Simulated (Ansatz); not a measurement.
Geometry optimisation of FH3N2OW (`[NH]=[W](=[NH])([OH])[F]`).

```yaml
crystal:
  periodic: [false, false, false]
  atoms:
    - {symbol: N, position_ang: [-1.077590, 1.231660, 0.515100]}
    - {symbol: W, position_ang: [0.042630, 0.093530, -0.295410]}
    - {symbol: N, position_ang: [1.638580, 0.056460, 0.515690]}
    - {symbol: O, position_ang: [-0.698590, -1.611620, -0.503010]}
    - {symbol: F, position_ang: [0.306160, 0.704110, -2.087160]}
    - {symbol: H, position_ang: [-1.575700, 1.881190, 1.125200]}
    - {symbol: H, position_ang: [2.455340, 0.132760, 1.123980]}
    - {symbol: H, position_ang: [-1.090840, -2.488090, -0.394390]}
basis:
  gaussian: {orbitals: def2-TZVP}
hamiltonian: {xc: pbe0, dispersion: d4}
relax: {f_tol: 0.005, max_steps: 150}
```

```sh
$ ansatz run in.yaml --threads 4 --pin off --events-out ev --progress --plain --max-ram 10444MiB
```

Output, abridged:

```
Functional definition: PBE0
mean field -9617.01278279 eV, -353.4187011222 hartree, gradient 2.5e-5 eV, S^2 0.000000; 0 other end points of the search recorded, 0 dependent functions left out
relax step   1: F+E_penalty+E_count = -9617.16283400 eV  Δ(F+E_penalty+E_count) = +0.000e0 eV  max|allowed force component| = 1.486e0 eV/Å  Δτ_max = 0.0000 Å  (32 SCF iters, accepted)
mean field -9617.16943043 eV, -353.4244578169 hartree, gradient 2.2e-5 eV, S^2 0.000000; 0 other end points of the search recorded, 0 dependent functions left out
relax step   2: F+E_penalty+E_count = -9617.32312708 eV  Δ(F+E_penalty+E_count) = -1.603e-1 eV  max|allowed force component| = 1.525e0 eV/Å  Δτ_max = 0.1487 Å  (39 SCF iters, accepted)
mean field -9617.25136496 eV, -353.4274688552 hartree, gradient 8.5e-6 eV, S^2 0.000000; 0 other end points of the search recorded, 0 dependent functions left out
relax step   3: F+E_penalty+E_count = -9617.40528854 eV  Δ(F+E_penalty+E_count) = -8.216e-2 eV  max|allowed force component| = 3.741e-1 eV/Å  Δτ_max = 0.0615 Å  (41 SCF iters, accepted)
mean field -9617.30483744 eV, -353.4294339327 hartree, gradient 2.0e-5 eV, S^2 0.000000; 0 other end points of the search recorded, 0 dependent functions left out
relax step   4: F+E_penalty+E_count = -9617.45863394 eV  Δ(F+E_penalty+E_count) = -5.335e-2 eV  max|allowed force component| = 3.064e-1 eV/Å  Δτ_max = 0.0912 Å  (33 SCF iters, accepted)
mean field -9617.32747127 eV, -353.4302657103 hartree, gradient 8.2e-6 eV, S^2 0.000000; 0 other end points of the search recorded, 0 dependent functions left out
relax step   5: F+E_penalty+E_count = -9617.48127847 eV  Δ(F+E_penalty+E_count) = -2.264e-2 eV  max|allowed force component| = 9.976e-1 eV/Å  Δτ_max = 0.1482 Å  (41 SCF iters, accepted)
mean field -9617.36304016 eV, -353.4315728431 hartree, gradient 8.5e-6 eV, S^2 0.000000; 0 other end points of the search recorded, 0 dependent functions left out
relax step   6: F+E_penalty+E_count = -9617.51721003 eV  Δ(F+E_penalty+E_count) = -3.593e-2 eV  max|allowed force component| = 2.862e-1 eV/Å  Δτ_max = 0.1056 Å  (43 SCF iters, accepted)
mean field -9617.36502270 eV, -353.4316456999 hartree, gradient 1.2e-5 eV, S^2 0.000000; 0 other end points of the search recorded, 0 dependent functions left out
relax step   7: F+E_penalty+E_count = -9617.51916887 eV  Δ(F+E_penalty+E_count) = -1.959e-3 eV  max|allowed force component| = 1.988e-1 eV/Å  Δτ_max = 0.0747 Å  (35 SCF iters, accepted)
mean field -9617.36953422 eV, -353.4318114953 hartree, gradient 1.2e-5 eV, S^2 0.000000; 0 other end points of the search recorded, 0 dependent functions left out
relax step   8: F+E_penalty+E_count = -9617.52376695 eV  Δ(F+E_penalty+E_count) = -4.598e-3 eV  max|allowed force component| = 5.861e-2 eV/Å  Δτ_max = 0.0443 Å  (34 SCF iters, accepted)
mean field -9617.37055662 eV, -353.4318490679 hartree, gradient 1.3e-5 eV, S^2 0.000000; 0 other end points of the search recorded, 0 dependent functions left out
relax step   9: F+E_penalty+E_count = -9617.52475519 eV  Δ(F+E_penalty+E_count) = -9.882e-4 eV  max|allowed force component| = 1.232e-1 eV/Å  Δτ_max = 0.0218 Å  (34 SCF iters, accepted)
mean field -9617.38311321 eV, -353.4323105141 hartree, gradient 9.4e-6 eV, S^2 0.000000; 0 other end points of the search recorded, 0 dependent functions left out
relax step  10: F+E_penalty+E_count = -9617.53722919 eV  Δ(F+E_penalty+E_count) = -1.247e-2 eV  max|allowed force component| = 2.391e-1 eV/Å  Δτ_max = 0.1616 Å  (39 SCF iters, accepted)
mean field -9617.39228251 eV, -353.4326474797 hartree, gradient 1.9e-5 eV, S^2 0.000000; 0 other end points of the search recorded, 0 dependent functions left out
relax step  11: F+E_penalty+E_count = -9617.54641549 eV  Δ(F+E_penalty+E_count) = -9.186e-3 eV  max|allowed force component| = 3.544e-1 eV/Å  Δτ_max = 0.0896 Å  (34 SCF iters, accepted)
mean field -9617.42000776 eV, -353.4336663638 hartree, gradient 1.2e-5 eV, S^2 0.000000; 0 other end points of the search recorded, 0 dependent functions left out
relax step  12: F+E_penalty+E_count = -9617.57423895 eV  Δ(F+E_penalty+E_count) = -2.782e-2 eV  max|allowed force component| = 3.067e-1 eV/Å  Δτ_max = 0.1706 Å  (40 SCF iters, accepted)
mean field -9617.42011274 eV, -353.4336702218 hartree, gradient 1.1e-5 eV, S^2 0.000000; 0 other end points of the search recorded, 0 dependent functions left out
relax step  13: F+E_penalty+E_count = -9617.57434649 eV  Δ(F+E_penalty+E_count) = -1.075e-4 eV  max|allowed force component| = 3.071e-1 eV/Å  Δτ_max = 0.0026 Å  (37 SCF iters, accepted)
mean field -9617.31639250 eV, -353.4298585733 hartree, gradient 1.1e-5 eV, S^2 0.000000; 0 other end points of the search recorded, 0 dependent functions left out
relax step  14: F+E_penalty+E_count = -9617.47019175 eV  Δ(F+E_penalty+E_count) = +1.042e-1 eV  max|allowed force component| = 2.783e0 eV/Å  Δτ_max = 0.1956 Å  (39 SCF iters, rejected (line search))
mean field -9617.42769554 eV, -353.4339488845 hartree, gradient 1.5e-5 eV, S^2 0.000000; 0 other end points of the search recorded, 0 dependent functions left out
relax step  15: F+E_penalty+E_count = -9617.58171058 eV  Δ(F+E_penalty+E_count) = -7.364e-3 eV  max|allowed force component| = 1.951e-1 eV/Å  Δτ_max = 0.0876 Å  (34 SCF iters, accepted)
mean field -9617.42512175 eV, -353.4338542994 hartree, gradient 2.4e-5 eV, S^2 0.000000; 0 other end points of the search recorded, 0 dependent functions left out
relax step  16: F+E_penalty+E_count = -9617.57913462 eV  Δ(F+E_penalty+E_count) = +2.576e-3 eV  max|allowed force component| = 2.559e-1 eV/Å  Δτ_max = 0.0421 Å  (33 SCF iters, rejected (line search))
mean field -9617.42941671 eV, -353.4340121362 hartree, gradient 2.0e-5 eV, S^2 0.000000; 0 other end points of the search recorded, 0 dependent functions left out
relax step  17: F+E_penalty+E_count = -9617.58347625 eV  Δ(F+E_penalty+E_count) = -1.766e-3 eV  max|allowed force component| = 3.562e-2 eV/Å  Δτ_max = 0.0211 Å  (33 SCF iters, accepted)
mean field -9617.42966748 eV, -353.4340213520 hartree, gradient 1.2e-5 eV, S^2 0.000000; 0 other end points of the search recorded, 0 dependent functions left out
relax step  18: F+E_penalty+E_count = -9617.58367783 eV  Δ(F+E_penalty+E_count) = -2.016e-4 eV  max|allowed force component| = 1.263e-2 eV/Å  Δτ_max = 0.0077 Å  (36 SCF iters, accepted)
mean field -9617.42968556 eV, -353.4340220165 hartree, gradient 9.0e-6 eV, S^2 0.000000; 0 other end points of the search recorded, 0 dependent functions left out
relax step  19: F+E_penalty+E_count = -9617.58370002 eV  Δ(F+E_penalty+E_count) = -2.219e-5 eV  max|allowed force component| = 1.171e-2 eV/Å  Δτ_max = 0.0037 Å  (37 SCF iters, accepted)
mean field -9617.42969458 eV, -353.4340223478 hartree, gradient 8.8e-6 eV, S^2 0.000000; 0 other end points of the search recorded, 0 dependent functions left out
relax step  20: F+E_penalty+E_count = -9617.58370369 eV  Δ(F+E_penalty+E_count) = -3.674e-6 eV  max|allowed force component| = 3.869e-3 eV/Å  Δτ_max = 0.0015 Å  (37 SCF iters, accepted)
mean field -9617.42969458 eV, -353.4340223478 hartree, gradient 8.6e-6 eV, S^2 0.000000; 1 other end points of the search recorded, 0 dependent functions left out
Total energy: -9617.58373231 eV, -353.4396831302 hartree
Atom 0 at    -1.093974     0.980838     0.453542 Å, force    -0.001162     0.001574     0.002149 eV/Å
Atom 1 at     0.105807     0.043627    -0.400676 Å, force     0.000683    -0.001352    -0.003869 eV/Å
Atom 2 at     1.636995     0.059313     0.432406 Å, force     0.001899     0.000425     0.002659 eV/Å
Atom 3 at    -0.482379    -1.756174    -0.459253 Å, force    -0.001101    -0.001116     0.000534 eV/Å
Atom 4 at     0.338132     0.791377    -2.104535 Å, force    -0.000390    -0.000232    -0.000470 eV/Å
Atom 5 at    -1.420906     1.575992     1.198363 Å, force    -0.000260     0.000090     0.000303 eV/Å
Atom 6 at     2.311912     0.283674     1.145067 Å, force    -0.000977    -0.000259    -0.000808 eV/Å
Atom 7 at    -1.395598    -1.978647    -0.264914 Å, force     0.001308     0.000869    -0.000498 eV/Å
Dipole moment:    -0.265227    -0.016855     0.476914 e Å
```

It took 61 s on 4 threads of an Arm Neoverse V2 on a shared host, with 0.43 GiB of host memory at the peak.
